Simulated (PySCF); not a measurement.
Compound: C5H10NS (doublet state).
Atom-mapped SMILES: `[CH2:1][CH2:2][C:3](=[S:4])[N:5]([CH3:6])[CH3:7]` (hydrogens: H8, H9 on C1; H10, H11 on C2; H12, H13, H14 on C6; H15, H16, H17 on C7)

Geometry (GFN2-xTB, Å), atoms numbered from 1 in this order:
```xyz
17
C5H10NS angstrom
C      2.169    0.417   -0.520
C      1.672   -0.310    0.654
C      0.353   -0.895    0.162
S      0.335   -2.476   -0.315
N     -0.728   -0.116    0.034
C     -1.912   -0.652   -0.599
C     -0.859    1.233    0.525
H      2.735   -0.109   -1.264
H      1.728    1.355   -0.800
H      2.328   -1.138    0.919
H      1.525    0.322    1.532
H     -2.558    0.165   -0.912
H     -1.624   -1.245   -1.468
H     -2.458   -1.306    0.086
H      0.021    1.545    1.079
H     -1.728    1.298    1.185
H     -1.006    1.924   -0.310
```

The hyperfine couplings belong to this conformer and change with its torsions.

Computed, not measured: UKS B3LYP, pcH-1 on C H N S, non-relativistic, mean-field spin-orbit, GIAO (PySCF 2.14.0). The structure is a single GFN2-xTB conformer in the gas phase; no vibrational or solvent corrections. GFN2-xTB frequencies show an imaginary mode (24i cm⁻¹), so this geometry is no minimum at that level. Couplings are sensitive to structure, and on GFN2-xTB geometries they can be far from those on DFT ones. The SCF solution wasn't tested for stability.

Principal values of hyperfine tensors in MHz (contact, dipolar and spin–orbit terms together), for some of the nuclei:

```json
{"atom": "C1", "isotope": "13C", "A1": "22.00", "A2": "22.88", "A3": "259.08"}
{"atom": "H8", "isotope": "1H", "A1": "-96.38", "A2": "-59.16", "A3": "-20.05"}
{"atom": "H9", "isotope": "1H", "A1": "-95.14", "A2": "-58.08", "A3": "-18.74"}
{"atom": "H11", "isotope": "1H", "A1": "49.46", "A2": "49.80", "A3": "63.36"}
{"atom": "C2", "isotope": "13C", "A1": "-30.94", "A2": "-27.59", "A3": "-25.97"}
{"atom": "H10", "isotope": "1H", "A1": "10.40", "A2": "11.90", "A3": "24.76"}
{"atom": "H14", "isotope": "1H", "A1": "0.53", "A2": "0.81", "A3": "3.04"}
{"atom": "H13", "isotope": "1H", "A1": "0.19", "A2": "0.70", "A3": "3.27"}
```

Question: Give the isotropic coupling of each nucleus in MHz and in mT (g = 2.0043), and the anisotropic part.

Answer: a_iso = (A1 + A2 + A3)/3, Ti = Ai − a_iso; 1 mT corresponds to 28.053 MHz. The tensors hold a spin–orbit part: the run splits a_iso into a_FC + a_SO, and T includes its anisotropic share.

```tsv
atom	a_iso (MHz)	a_FC	a_SO	a_iso (mT)	T1	T2	T3
C1	101.32	101.42	-0.10	3.612	-79.32	-78.43	157.76
H8	-58.53	-58.54	0.01	-2.086	-37.85	-0.63	38.48
H9	-57.32	-57.34	0.02	-2.043	-37.82	-0.76	38.58
H11	54.21	54.20	0.00	1.932	-4.75	-4.41	9.16
C2	-28.17	-28.18	0.02	-1.004	-2.77	0.58	2.19
H10	15.69	15.68	0.01	0.559	-5.29	-3.79	9.07
H14	1.46	1.46	0.00	0.052	-0.93	-0.65	1.58
H13	1.39	1.39	0.00	0.049	-1.20	-0.69	1.89
```

Question: What spin density at the nucleus of H8 lies behind its contact coupling (g_N = 5.58569)?

Answer: a_FC = 800.24 MHz bohr³ × g_N × ρ(0)/(2S). With a_FC = -58.54 MHz and 2S = 1, ρ(0) = -0.0131 bohr⁻³. In magnitude that is 4.1 % of the 1/π = 0.318 of a free hydrogen atom.

Question: C3 (13C, g_N = 1.40482) isn't in the table. Its spin density at the nucleus is 0.07854 bohr⁻³. What is its contact coupling?

Answer: By the same relation, a_FC = 88.3 MHz. Its full tensor has the principal values 80.22, 83.17, 101.39 MHz.

Question: Which nucleus of the table has the largest anisotropic coupling, and what is its form?

Answer: C1: -79.3, -78.4, 157.8 MHz, axial, in the ratio −1:−1:+2, the form that spin in one p orbital centred on that nucleus gives.

Question: In a single crystal, with the field along each principal axis of the tensor of H8 in turn, what first-order splitting does this nucleus give (isotropic g, quadrupole terms neglected)?

Answer: 2 lines (I = 1/2), spaced by |A_i|/(g × 13.996): 3.44, 2.11, 0.71 mT along the axes of A1, A2 and A3.
